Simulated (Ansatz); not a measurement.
`[AlH2][BH]O[SiH3]` + HI → `[AlH2][I]` + `BO[SiH3]` at 298.15 K and 1 bar (cleavage of the Al–B bond).

Isolated molecules relaxed with PBE0-D4/def2-TZVP in Ansatz; ΔE leaves out vibrations. CCSD(T)/CBS adds triple-zeta CCSD(T) − MP2 to the extrapolated MP2 energy (def2 sets, frozen cores). def2 core potentials past Kr. For I outer-core shells are correlated without core-valence functions, which leaves a few kJ/mol of doubt a bond. Each species was taken in one conformer, which may not be the lowest.

```
            species  CCSD(T)/CBS energy (Eh)  H − E (kJ/mol)  S (J/(mol·K))
`[AlH2][BH]O[SiH3]`               -634.69802           167.1          358.5
                 HI               -298.03592            22.7          206.5
        `[AlH2][I]`               -540.69638            48.6          273.2
         `BO[SiH3]`               -392.11480           149.0          292.2
```

H − E and S are ideal-gas, rigid-rotor, harmonic terms from PBE0-D4/def2-TZVP, for one conformer and one mirror image of each species. 1 Eh = 2625.50 kJ/mol, R = 8.31446 J/(mol·K).

Q: By hand: ΔE, ΔH, ΔS and ΔG.

A: ΔE = (-540.69638) + (-392.11480) − (-634.69802) − (-298.03592) = -0.07724 Eh = -202.8 kJ/mol. Δ(H − E) = 48.6 + 149.0 − 167.1 − 22.7 = 7.8, so ΔH = -195.0 kJ/mol. ΔS = 273.2 + 292.2 − 358.5 − 206.5 = 0.4 J/(mol·K). ΔG = -195.0 − 298.15 × (0.4)/1000 = -195.1 kJ/mol.

Q: By hand: the equilibrium constant, and the temperature at which ΔG would vanish if ΔH and ΔS stayed fixed.

A: log₁₀ K = −ΔG/(RT ln 10) = 34.2. ΔH and −TΔS have one sign here, so there is no such temperature. One of them is within its doubt of zero, so this could turn.

The number of gas molecules stays the same, so ΔS is small and ΔH decides. A doubt of 5 kJ/mol in ΔE shifts log₁₀ K by 0.9 here. Other conformers and mirror images would add mixing entropy, several J/(mol·K) or more a flexible species. These are equilibria of isolated gas molecules and say nothing of rates. Largest T1 diagnostic: 0.013 (customary marks: 0.02 for closed shells, 0.045 for open ones).
